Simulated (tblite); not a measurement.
Compound: C2H6N2Si2.
InChI=1S/C2H6N2Si2/c1-2-6-3-5-4-6/h1,3-4,6H,5H2

All values are computed: GFN2-xTB (tblite) harmonic vibrations without scaling, gas phase. Against measured fundamentals such values can be off by several per cent, at times by over 20. Modes of hydrogen on silicon can be 10 to 20 % off.

Harmonic wavenumbers (cm⁻¹): 68.9, 99.0, 158.2, 166.6, 256.4, 279.3, 380.9, 436.7, 439.2, 501.7, 555.2, 603.5, 636.8, 678.0, 678.5, 699.4, 754.0, 789.0, 842.1, 860.7, 929.6, 1065.2, 1106.4, 2213.5, 2234.1, 2249.6, 2270.6, 3348.1, 3531.5, 3541.4.

A = 5941, B = 1418, C = 1386 MHz; mass 114.007 u (most abundant isotopes); point group Cs, symmetry number 1.

Q: Zero-point energy?

A: ½Σν̃ = 16187 cm⁻¹ = 46.28 kcal/mol.

Q: Give the ideal-gas entropy at 350 K and 1 bar in the rigid-rotor, harmonic-oscillator model (classical rotation).

A: Translation 40.93, rotation 28.19, vibration 27.13: S = 96.2 cal/(mol K).

Q: And Cp and H(350 K) − H(0)?

A: Cp = 37.34 cal/(mol K), of which vibrations give 29.39 (their classical limit is 30 R = 59.6); H(350 K) − H(0) = 8.02 kcal/mol without the zero-point energy, 5.23 from vibrations.

Q: Blend soft modes into free rotors: weight 1/[1 + (100 cm⁻¹/ν̃)⁴] for the oscillator and the rest for a rotor with moment μB/(μ + B), μ = h/(8π²ν), B = 10⁻⁴⁴ kg m². What vibrational entropy results?

A: 25.76 cal/(mol K) in place of 27.13, which changes −T·S at 350 K by +0.48 kcal/mol.

Q: What must be added to the electronic energy to get the Gibbs energy at 350 K and 1 bar?

A: ZPE + [H(350 K) − H(0)] − T·S = 46.28 + 8.02 − 33.69 = 20.61 kcal/mol.

Q: Which modes carry the vibrational entropy at 350 K?

A: 68.9 cm⁻¹: 4.50; 99.0 cm⁻¹: 3.79; 158.2 cm⁻¹: 2.88; 166.6 cm⁻¹: 2.78; 256.4 cm⁻¹: 1.97; 279.3 cm⁻¹: 1.82 cal/(mol K); the other 24 give 9.39 together.

Q: How do the functions run with temperature in this model?

A: 
```csv
T (K),S (cal/(mol K)),Cp (cal/(mol K)),H − H(0) (kcal/mol),G − H(0) (kcal/mol),ln q(vib)
50,55.3,11.4,0.46,-2.31,0.23
100,64.6,16.1,1.15,-5.32,1.00
298.15,90.5,33.9,6.17,-20.83,5.01
373.15,98.7,38.7,8.90,-27.93,6.62
500,110.8,44.3,14.18,-41.24,9.29
750,130.2,51.0,26.17,-71.47,14.12
1000,145.5,55.3,39.48,-105.99,18.36
```

q(vib) and H(0) count from the zero-point level.

Hindered rotation and anharmonicity are outside this model.

The run took 0.51 s of wall time on Intel Xeon, one thread, shared host with 64 logical CPUs at a one-minute load of 5.2. The figure is for the frequency step alone.
